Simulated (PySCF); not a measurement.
C3H8MgO, SMILES C[CH2][Mg][O]C.

Coordinates come from a PBE0-D3(BJ)/def2-SVP optimisation. The structure was generated by enumeration; whether it is a known compound was not checked. One conformer was computed; it need not be the lowest.

Method: PySCF with PBE0-D3(BJ)/def2-SVP.

Frequencies are harmonic and unscaled.

A small imaginary wavenumber (i) marks a very flat motion, where grid noise or a shallow saddle decides the sign.

Computed normal modes with their intensities:
```tsv
mode	ν (cm⁻¹)	IR (km/mol)	Raman (Å⁴/amu)	depolarisation	moving atoms (share of kinetic energy)
1	12i	0.0	0.0	–	H 93 %
2	63	0.8	0.3	0.75	C 42 %, Mg 29 %, H 25 %
3	76	0.2	0.2	0.75	H 34 %, C 29 %, Mg 23 %, O 15 %
4	121	20.1	0.4	0.74	O 57 %, C 18 %, H 17 %
5	136	38.7	1.0	0.75	O 48 %, Mg 27 %, H 23 %
6	231	55.3	2.1	0.15	C 40 %, Mg 38 %, H 14 %
7	234	17.3	0.1	0.75	H 77 %, Mg 11 %, C 10 %
8	414	9.9	31.5	0.12	C 67 %, H 20 %, O 12 %
9	559	67.5	1.6	0.75	H 79 %, C 18 %
10	684	48.5	0.8	0.27	Mg 63 %, C 25 %
11	914	8.8	0.8	0.75	H 93 %
12	948	12.4	6.8	0.21	H 90 %, C 10 %
13	1038	13.6	8.7	0.74	C 79 %, H 21 %
14	1172	19.6	78.8	0.11	H 65 %, C 35 %
15	1189	0.1	0.1	0.49	H 76 %, C 20 %
16	1189	0.1	0.1	0.31	H 76 %, C 20 %
17	1242	6.3	0.7	0.75	H 76 %, C 24 %
18	1306	392.0	3.1	0.16	O 59 %, C 36 %
19	1390	6.0	6.9	0.74	H 82 %, C 18 %
20	1430	0.7	10.2	0.72	H 90 %, C 10 %
21	1469	1.9	16.4	0.75	H 96 %
22	1474	0.3	25.6	0.75	H 97 %
23	1474	0.3	24.7	0.75	H 97 %
24	1482	6.7	19.6	0.75	H 97 %
25	1482	47.0	19.5	0.68	H 87 %, C 12 %
26	2962	190.3	180.6	0.01	H 98 %
27	3022	59.1	159.5	0.13	H 97 %
28	3028	71.3	144.7	0.75	H 90 %, C 10 %
29	3028	72.2	147.1	0.75	H 90 %, C 10 %
30	3035	16.1	131.1	0.13	H 95 %
31	3082	6.5	140.8	0.75	H 91 %, C 9 %
32	3097	29.7	127.0	0.67	H 91 %, C 9 %
33	3119	33.8	35.2	0.75	H 91 %, C 9 %
```
